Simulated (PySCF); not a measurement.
**Question.** Write Cartesian coordinates for InChI=1S/C9H10OSi/c11-6-9-8-4-2-1-3-7(8)5-10-9/h1-5H,6H2,11H3 as optimised with PBE0-D3(BJ)/def2-SVP.

**Answer.** 
```
atom  x, y, z in Å
Si1    3.204    0.349    0.895
C2     2.230   -0.424   -0.545
C3     0.820   -0.696   -0.186
O4     0.519   -1.903    0.327
C5    -0.791   -1.959    0.641
C6    -1.384   -0.755    0.335
C7    -2.709   -0.235    0.440
C8    -2.941    1.048    0.027
C9    -1.893    1.872   -0.504
C10   -0.611    1.410   -0.622
C11   -0.328    0.077   -0.204
H12    2.576    1.650    1.275
H13    4.621    0.593    0.483
H14    3.185   -0.569    2.071
H15    2.276    0.262   -1.405
H16    2.725   -1.359   -0.850
H17   -1.150   -2.895    1.057
H18   -3.516   -0.851    0.842
H19   -3.948    1.465    0.100
H20   -2.134    2.890   -0.818
H21    0.181    2.046   -1.025
```

Orientation and origin are arbitrary. Atoms count from 1 in this order. The 5-membered ring C3–O4–C5–C6–C11 has internal angles of 105.7° to 110.1°; it is planar, 0.00 Å rms from its mean plane, widest ring torsion 0°. O4 (furan-type oxygen) is bent (angle 110.1°). Si1 (SiH3 silicon) is tetrahedral (angles from 109.1° to 110.0°). The 6-membered ring C6–C7–C8–C9–C10–C11 has internal angles of 118.5° to 121.8°; it is planar, 0.00 Å rms from its mean plane, widest ring torsion 0°.

Bonds between heavy atoms (Å): Si1–C2 1.902, C2–C3 1.480, C3–O4 1.346, O4–C5 1.348, C5–C6 1.377, C6–C7 1.427, C7–C8 1.368, C8–C9 1.435, C9–C10 1.368, C10–C11 1.425, C3–C11 1.384, C6–C11 1.449.

The calculation used PBE0-D3(BJ)/def2-SVP geometry optimisation, gas phase (PySCF 2.14.0).

Point group: C1 (no symmetry element, even within 0.4 Å). No frequency check. The numbers are those of one conformer (Si1–C2–C3–O4 -91°).
